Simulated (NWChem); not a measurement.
# Lowest excitation of CH₄NO (+1)

```
N
H 1 1.0325
H 1 1.0327 2 108.64
H 1 1.0327 2 108.64 3 -116.30
C 1 1.5465 2 108.97 3 121.85
O 5 1.1671 1 118.43 2 0.00
H 5 1.1084 6 130.00 1 180.00
```
Charge +1, spin multiplicity 1.

The numbers come from NWChem runs, not from measurements. The geometry was optimised at PBE0/def2-SVP, a minimum by its harmonic frequencies.

Basis set: 6-31+G*. CR-EOMCCSD(T) is the triples correction to the same EOM-CCSD root.

The correlated methods keep 3 core orbitals frozen. The Pople sets run with spherical d functions. The structure started from a generated list of species. No row is a measurement; the coupled-cluster row has its own basis-set and correlation limits.

### Question
One of these methods gave a lowest vertical singlet excitation energy of 5.11 eV. Which?
A) EOM-CCSD
B) CIS
C) TDA-LDA (SVWN5)

### Answer
C, TDA-LDA (SVWN5). The others give 5.69 (CIS), 5.33 (EOM-CCSD).
